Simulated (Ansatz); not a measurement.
`C[SiH2][SbH][SH]` + H₂ → `[SH][SbH2]` + `C[SiH3]`  (hydrogenolysis of the Sb–Si bond)

Program: Ansatz. Geometries: PBE0-D4/def2-TZVP. ΔE: electronic, gas phase. CBS: MP2 limit from def2 TZ/QZ plus the TZ coupled-cluster correction, frozen cores. This one scheme is used for every species. Functionals use def2-TZVPP. Elements past krypton have def2 core potentials. For Sb outer-core shells are correlated without core-valence functions, which leaves a few kJ/mol of doubt a bond. Each species was taken in one conformer, which may not be the lowest.

`C[SiH2][SbH][SH]`:

```xyz
11

C    -0.537   -1.163   -1.179
Si    0.826   -0.210   -0.323
Sb    0.224    0.062    2.168
S    -1.610    1.585    1.655
H    -0.347   -1.233   -2.252
H    -0.616   -2.175   -0.777
H    -1.496   -0.659   -1.030
H     0.972    1.149   -0.917
H     2.134   -0.915   -0.443
H     1.418    1.270    2.390
H    -0.969    2.289    0.708
```

H₂:

```xyz
2

H    -0.122   -0.287    0.206
H     0.122    0.287   -0.206
```

`[SH][SbH2]`:

```xyz
5

S    -1.440    0.106   -0.436
Sb    0.944   -0.142   -0.059
H    -1.331   -0.134   -1.752
H     1.075    1.268    0.901
H     0.752   -1.098    1.346
```

`C[SiH3]`:

Z-matrix (Å, degrees):
```
C
Si 1 1.871
H 1 1.092 2 110.8
H 1 1.092 2 110.8 3 -120.0
H 1 1.092 2 110.8 3 120.0
H 2 1.488 1 110.7 3 -179.9
H 2 1.488 1 110.7 3 -59.9
H 2 1.488 1 110.7 3 60.1
```

```tsv
level	ΔE (kcal/mol)	difference from CCSD(T)/CBS
PBE-D4	5.9	1.3
r2SCAN-D4	4.2	-0.4
r2SCANh-D4	4.0	-0.6
BHLYP-D4	2.6	-2.0
CAM-B3LYP-D4	1.3	-3.3
PBE	3.4	-1.2
r2SCAN0	2.9	-1.7
HF/def2-QZVPP	-5.0	-9.6
SCS-MP2/def2-QZVPP	3.4	-1.2
HF/CBS(def2)	-5.0	-9.6
CCSD(T)/CBS	4.6	0
```

Largest T1 diagnostic among the species: 0.013.

Leaving LDA and LC-ωPBE aside and taking each functional with its dispersion term where it has one, the values, not all of them listed here, spread over 6.2 kcal/mol, from B97M-V to revPBE-D4. LDA lies +1.0 kcal/mol from PBE without D4. From PBE to PBE0 (25 % exact exchange), in def2-TZVPP and without D4, ΔE moves by −0.9 kcal/mol.
